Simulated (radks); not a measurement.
Species: Lu65+. Configuration: [He] 2s2 2p2 (the NIST ground configuration). All-electron calculation, scalar-relativistic Kohn-Sham, PBE, spin-polarised, spherical densities, finite nucleus; open shells are filled with parallel spins first (spin-orbit coupling, left out, can overturn this in heavy ions); Fermi nuclear charge, rms radius 5.37 fm. Program: a radial shooting solver on a logarithmic mesh with Libxc functionals.

Unscreened Slater integrals over Kohn-Sham orbitals (eV). They are taken over the spin-up orbitals.

| integral | value |
|---|---|
| F0(2p,2p) | 355.65 |
| F2(2p,2p) | 169.22 |
| F0(2p,2s) | 328.57 |
| G1(2p,2s) | 186.33 |
| F0(2p,1s) | 482.29 |
| G1(2p,1s) | 95.698 |
| F0(2s,2s) | 311.74 |
| F0(2s,1s) | 441.06 |
| G0(2s,1s) | 46.342 |
| F0(1s,1s) | 1340.1 |

Derived for the open shells (J is the average intra-shell exchange parameter used in DFT+U). 2p: J = F2/5 = 33.84 eV.
